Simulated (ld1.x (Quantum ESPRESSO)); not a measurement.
Ti: excitation energies, all-electron against TM

| Item | Value |
| --- | --- |
| Element | Ti |
| Generator | ld1.x (Quantum ESPRESSO) 7.5 |
| Type | norm-conserving Troullier–Martins (Kleinman–Bylander form) |
| Functional | LDA (PZ) |
| Relativity | fully relativistic |
| Frozen core | [Ar] |
| Valence charge | 4 |
| Reference configuration | 3d2 4s1.75 4p0.25 |
| Partial waves | 4s (bound): rc 3.00 bohr; 4p (bound): rc 2.60 bohr; 3d (bound): rc 1.25 bohr |
| Local potential | the d channel |
| Core correction | Bessel-smoothed model core inside 0.75 bohr |

Open shells are filled in proportion to 2j + 1 (rel_dist='average').

Energies are relative to the spin-unpolarised reference configuration 3d2 4s1.75 4p0.25; without spin polarisation the order of configurations can differ from experiment. The d channel is local and has no spin–orbit splitting in the pseudo-atom. The frozen-core shift is the all-electron ΔE with the core orbitals held at their reference shape minus the fully relaxed ΔE.

```json
{"valence configuration": "3d2 4s2 4p0", "charge": "0", "ΔE all-electron (eV)": "-0.769", "error AE − PS (meV)": "-0.1", "frozen-core shift (meV)": "+0.1"}
{"valence configuration": "3d2 4s1 4p0", "charge": "+1", "ΔE all-electron (eV)": "6.766", "error AE − PS (meV)": "-1.9", "frozen-core shift (meV)": "+1.1"}
{"valence configuration": "3d2 4s0 4p0", "charge": "+2", "ΔE all-electron (eV)": "20.566", "error AE − PS (meV)": "-37", "frozen-core shift (meV)": "+15"}
{"valence configuration": "3d2 4s1 4p1", "charge": "0", "ΔE all-electron (eV)": "2.367", "error AE − PS (meV)": "-0.7", "frozen-core shift (meV)": "+0.3"}
{"valence configuration": "3d2 4s0 4p2", "charge": "0", "ΔE all-electron (eV)": "5.664", "error AE − PS (meV)": "-4.6", "frozen-core shift (meV)": "+2.1"}
{"valence configuration": "3d3 4s0 4p0", "charge": "+1", "ΔE all-electron (eV)": "6.789", "error AE − PS (meV)": "-256", "frozen-core shift (meV)": "+132"}
```

(1) What are ΔE and the potential's error for 3d1 4s0 4p0?

Note: ghost states, extra bound levels that the all-electron valence spectrum of the same l lacks: s at -246.3 eV, p1/2 at -92.0 eV, p3/2 at -91.4 eV. A true bound ghost makes a file unfit for plane-wave use.

Results:

(1) ΔE = 47.756 eV all-electron; the error (AE − PS) is -494 meV.
